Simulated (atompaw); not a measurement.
# PBEsol PAW (atompaw) dataset for gadolinium, scalar-relativistic all-electron reference.

| Item | Value |
| --- | --- |
| Element | gadolinium (Gd) |
| Generator | atompaw 4.2.0.5 |
| Type | PAW |
| Functional | PBEsol |
| Relativity | scalar-relativistic |
| Frozen core | [Kr] |
| Valence charge | 28 |
| Reference configuration | 4d10 4f8 5s2 5p6 5d0 6s2 6p0 |
| Partial waves | 5s (bound): rc 2.25 bohr; 6s (bound): rc 2.10 bohr; 5p (bound): rc 2.20 bohr; 6p (bound, empty): rc 2.25 bohr; 4d (bound): rc 0.70 bohr; 5d (bound, empty): rc 1.20 bohr; 4f (bound): rc 1.10 bohr; 4f channel at 1.2 Ry: rc 1.10 bohr |
| Local potential | bessel scheme, radius 1.45 bohr |
| Core correction | smooth core density matched at 1.45 bohr |
| Augmentation charge | besselshape compensation charge, radius 2.20 bohr; PAW radius 2.25 bohr; waves and projectors: custom polynom2 7 10 vanderbiltortho |

All-electron outer shells of the reference configuration (PBEsol, scalar-relativistic, ld1.x):

```
shell  level (eV)  outermost node (bohr)  outermost maximum (bohr)
   4s     -361.74                   0.29                      0.52
   4p     -268.98                   0.29                      0.54
   4d     -140.74                   0.27                      0.56
   5s      -46.10                   0.66                      1.21
   5p      -24.33                   0.70                      1.37
   6s       -3.68                   1.63                      3.55
   4f       -2.94                      –                      0.57
   5d       -1.45                   0.80                      2.12
   6p       -1.17                   1.99                      4.85
```

Does the generator finish with these settings?

No. atompaw 4.2.0.5 stopped with "atompaw: The overlap operator has at least one negative eigenvalue!": the overlap operator built from these waves and projectors is not positive definite.
